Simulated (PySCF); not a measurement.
C2H5FOSi2. Atoms are numbered in the order given.

```xyz
11

O     -1.7455     1.6668    -0.2377
C     -0.8926     0.8213    -0.3220
C      0.1288     0.6734    -1.4662
Si     1.6356     0.0044    -0.4604
Si    -0.1517    -0.4397     1.0117
F     -0.7692    -1.9480     0.8668
H     -0.2087    -0.1712    -2.0990
H      0.2073     1.5722    -2.0969
H      2.5618     1.0833    -0.0166
H      2.3756    -1.1015    -1.1237
H     -0.2409    -0.0585     2.4477
```

Geometry optimised at B3LYP-D3(BJ)/def2-SVP. The structure was generated by enumeration; whether it is a known compound was not checked.

Method: HF/def2-TZVP run with PySCF.

Atomic charges (e):

| atom | Löwdin | Mulliken |
|---|---|---|
| O1 | 0.08 | -0.39 |
| C2 | -0.38 | 0.12 |
| C3 | -0.35 | -0.35 |
| Si4 | 0.28 | 0.19 |
| Si5 | 0.31 | 0.64 |
| F6 | -0.09 | -0.42 |
| H7 | 0.15 | 0.14 |
| H8 | 0.13 | 0.14 |
| H9 | -0.04 | -0.02 |
| H10 | -0.04 | -0.02 |
| H11 | -0.05 | -0.03 |

Computed Mayer and Wiberg (Löwdin basis) orders of the bonds:
```csv
bond,Mayer,Wiberg
O1–C2,1.95,2.73
C2–C3,0.89,1.22
C3–Si4,0.93,1.07
C2–Si5,0.92,0.95
Si4–Si5,0.98,1.01
Si5–F6,0.93,1.59
C3–H7,0.94,0.83
C3–H8,0.94,0.88
Si4–H9,0.96,0.94
Si4–H10,0.97,0.95
Si5–H11,0.95,0.94
```
